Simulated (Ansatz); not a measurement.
CH$_{7}$BGeN$_{2}$ (`BN/C=[N]/[GeH3]`). The species carries charge 0 and has multiplicity 1. Correlated methods include outer-core shells of Ge, which these sets cover unevenly. Scalar relativity is left out up to krypton.

```xyz
12

B     0.884   -1.588    1.703
N     0.985   -1.302    0.329
C     0.340   -0.297   -0.393
N    -0.462    0.523    0.121
Ge   -1.255    1.810   -0.935
H     0.178   -0.929    2.396
H     1.533   -2.504    2.113
H     1.591   -1.871   -0.243
H     0.621   -0.315   -1.458
H    -0.870    3.187   -0.376
H    -0.769    1.671   -2.398
H    -2.776    1.617   -0.860
```

Give the diagnostics of a CCSD(T)/def2-TZVPP run (frozen core, Ansatz). (Best estimate.)

The calculation gave: T1 = 0.0138, largest single amplitude 0.036, largest double 0.046, (T) share of the correlation energy 4.0 %, 10 CCSD cycles. The RHF solution is stable towards an unrestricted one. T1 lies under the customary mark of 0.02 for closed shells.
